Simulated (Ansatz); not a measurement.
Geometry optimisation, RKS B3LYP-D4/def2-SVP in Ansatz.

Input:

```yaml
crystal:
  periodic: [false, false, false]
  atoms:
    - { symbol: Ge, position_ang: [0.0, 0.0, 0.0] }
    - { symbol: H, position_ang: [0.0, 0.0, 1.55] }
    - { symbol: C, position_ang: [1.8483, 0.0, -0.6527] }
    - { symbol: H, position_ang: [2.196, -1.0463, -0.7809] }
    - { symbol: H, position_ang: [1.8968, 0.5276, -1.6281] }
    - { symbol: H, position_ang: [2.5002, 0.5187, 0.0808] }
    - { symbol: H, position_ang: [-0.73, 1.2648, -0.5162] }
    - { symbol: H, position_ang: [-0.73, -1.2648, -0.5162] }
basis:
  gaussian: { orbitals: def2-SVP }
hamiltonian:
  xc: b3lyp
  dispersion: d4
relax:
  f_tol: 0.02
  max_steps: 40
```

Command:

```bash
$ ansatz run input.yaml --threads 1 --pin off --max-ram 2048MiB --backend cpu --events-out ev --progress --plain --runs-dir out
```

Question: Where does it end, and by what steps?

Answer: The forces met the threshold. The force dipped under the threshold on the way, but the program's further checks kept it going. After 10 steps the energy has fallen by 0.039 eV; H6 moved furthest, 0.36 Å.

```json
{"step": "0", "energy less start (eV)": "0.0000", "largest force component (eV/Å)": "0.361", "accepted": "yes"}
{"step": "1", "energy less start (eV)": "-0.0168", "largest force component (eV/Å)": "0.110", "accepted": "yes"}
{"step": "2", "energy less start (eV)": "-0.0220", "largest force component (eV/Å)": "0.033", "accepted": "yes"}
{"step": "3", "energy less start (eV)": "-0.0341", "largest force component (eV/Å)": "0.015", "accepted": "yes"}
{"step": "4", "energy less start (eV)": "-0.0094", "largest force component (eV/Å)": "0.727", "accepted": "no"}
{"step": "5", "energy less start (eV)": "-0.0370", "largest force component (eV/Å)": "0.054", "accepted": "yes"}
{"step": "6", "energy less start (eV)": "-0.0361", "largest force component (eV/Å)": "0.150", "accepted": "no"}
{"step": "7", "energy less start (eV)": "-0.0381", "largest force component (eV/Å)": "0.009", "accepted": "yes"}
{"step": "8", "energy less start (eV)": "-0.0387", "largest force component (eV/Å)": "0.055", "accepted": "yes"}
{"step": "9", "energy less start (eV)": "-0.0386", "largest force component (eV/Å)": "0.055", "accepted": "no"}
{"step": "10", "energy less start (eV)": "-0.0388", "largest force component (eV/Å)": "0.010", "accepted": "yes"}
```

```xyz
8
Properties=species:S:1:pos:R:3
Ge 0.000 0.000 0.000
H -0.031 -0.251 1.524
C 1.855 0.000 -0.655
H 2.331 -0.972 -0.456
H 1.877 0.186 -1.739
H 2.438 0.786 -0.152
H -0.672 1.361 -0.288
H -0.817 -1.109 -0.698
```

Run time: 29 s on 1 thread of Arm Neoverse V1, on a shared host, peak memory 0.14 GiB.
